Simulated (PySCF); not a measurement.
Gas-phase reaction: SnF₂ + SF₂ → SnS + 4 F

Energies from PySCF (xtb for GFN2), thermal terms from the rigid-rotor harmonic-oscillator model, ideal gas at 1 bar. † marks an energy on the PBE0/def2-TZVP geometry and frequencies; other levels use their own. MP2 and CCSD(T) freeze the core. Open shells (unrestricted): F (multiplicity 2); the rest are closed-shell singlets. GFN2 has no spin-polarisation term. Spin-orbit splitting is ignored; it lowers the true energy and changes the entropy of F. B3LYP is the form with VWN-RPA correlation. Sn: scalar-relativistic def2 core potential, no spin-orbit coupling. MP2 isn't extrapolated to the basis-set limit. CCSD(T) isn't extrapolated to the basis-set limit. Warning, large T1 diagnostic: SnS (CCSD(T)/def2-SVP†).

```json
[
 {"level": "B3LYP/def2-TZVP†", "ΔH°(298 K), kJ": "1232"},
 {"level": "CCSD(T)/def2-SVP†", "ΔH°(298 K), kJ": "[?]"},
 {"level": "GFN2-xTB", "ΔH°(298 K), kJ": "1303"},
 {"level": "M06-2X/def2-TZVP†", "ΔH°(298 K), kJ": "1259"},
 {"level": "MP2/def2-TZVPP†", "ΔH°(298 K), kJ": "[?]"},
 {"level": "PBE/def2-TZVP†", "ΔH°(298 K), kJ": "1328"},
 {"level": "PBE0/def2-SVP†", "ΔH°(298 K), kJ": "1142"},
 {"level": "LDA/def2-TZVP†", "ΔH°(298 K), kJ": "[?]"},
 {"level": "ωB97M-V/def2-TZVP†", "ΔH°(298 K), kJ": "[?]"},
 {"level": "ωB97X-V/def2-TZVP†", "ΔH°(298 K), kJ": "1267"}
]
```

Question: Complete the blanks.

Answer: 
- CCSD(T)/def2-SVP†, ΔH°(298 K), kJ: 1044
- MP2/def2-TZVPP†, ΔH°(298 K), kJ: 1272
- LDA/def2-TZVP†, ΔH°(298 K), kJ: 1599
- ωB97M-V/def2-TZVP†, ΔH°(298 K), kJ: 1265
